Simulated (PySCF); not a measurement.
**How methods differ on the excitation energy of Sr**

Sr [Kr] 5s2 (1S) → Sr [Kr] 4d2 (3F), as a difference of total energies. All numbers are calculated (PySCF 2.14, scalar relativity by spin-free X2C-1e, in ANO-RCC-VTZP (7s6p3d1f, 47 functions)). Correlated levels: valence: [Kr] frozen. The calculations carry no spin-orbit coupling.

| method | excitation energy (eV) |
| --- | --- |
| UHF | 4.962 |
| MP2 (valence) | 5.382 |
| SCS-MP2 (valence) | 5.497 |
| CCSD (valence) | 5.614 |

Q: How much does correlation contribute at MP2 (valence)?

A: 5.382 − (4.962) = 0.420 eV, measured against UHF.

With two correlated electrons CCSD is exact in that space.
